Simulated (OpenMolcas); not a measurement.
**Tc4+: effect of the metal basis and ligand basis**

Tc4+ with 6 ligands (chloride) in octahedral coordination (Oh) at 2.41 Å. A charge of +0.333 e stands 3.2 Å behind each ligand.

| Quantity | Value |
| --- | --- |
| Program | OpenMolcas 26.06 |
| Method | SS-CASPT2, IPEA 0.25 Eh, imaginary shift 0.1 Eh (closed shells correlated: 4s 4p and the ligand valence shells) |
| Spin-orbit coupling | state interaction with AMFI integrals over the reference wave functions |

Fixed: active space 3 electrons in 5 orbitals (4d), DKH2 Hamiltonian.

States (labels of O, the rotations of Oh). Energies in cm-1 above the lowest state or level, χT in cm3 K/mol.

```
Run   Metal basis  Ligand basis  Ground state  First state of that spin  First gap with spin-orbit (degeneracies)  χT at 300 K  First state of another spin                      Cost
  A  ANO-RCC-VDZP  ANO-RCC-VDZP           4A2                 4T2 26270                               9740 (4, 4)        1.780                      2E 9780  roughly 2.3 core-minutes
  B  ANO-RCC-VTZP  ANO-RCC-VTZP           4A2                 4T2 26100                               8820 (4, 4)        1.776                      2E 8880   roughly 20 core-minutes
```

Against A, the first state of the same spin changes by -0.6 % in B.

Costs are those of the CASPT2 steps.

Roots that are degenerate in the reference are averaged as groups; the widest CASPT2 spread within a group is 970 cm-1 (the 3-fold group of multiplicity 2 near 70500 cm-1 above the lowest state of its run, A). Shifts and gaps below about the spread of the groups concerned are not significant. Over all roots computed the reference weight is 0.62 to 0.64 in A, 0.59 to 0.61 in B; a low but even weight reflects the number of correlated electrons. Ligand-to-metal charge-transfer states are missing. With no ligand orbital active B as a rule stays too high, so bands that hang on it stand too high and its fall with covalency is understated. With one d shell and no ligand orbital active, 10Dq can be off by a tenth or more. The least metal-like active orbital is 68 % on the metal (Löwdin) and no ligand orbital is active, so the numbers are rough (holds for A). The least metal-like active orbital is 66 % on the metal (Löwdin) and no ligand orbital is active, so the numbers are rough (holds for B). These CASPT2 states fit no ligand-field parameters well, so their order and spin gaps are uncertain (holds for B). No measured value stands beside these numbers; the geometry was imposed, not optimised, and the real ion may take another.
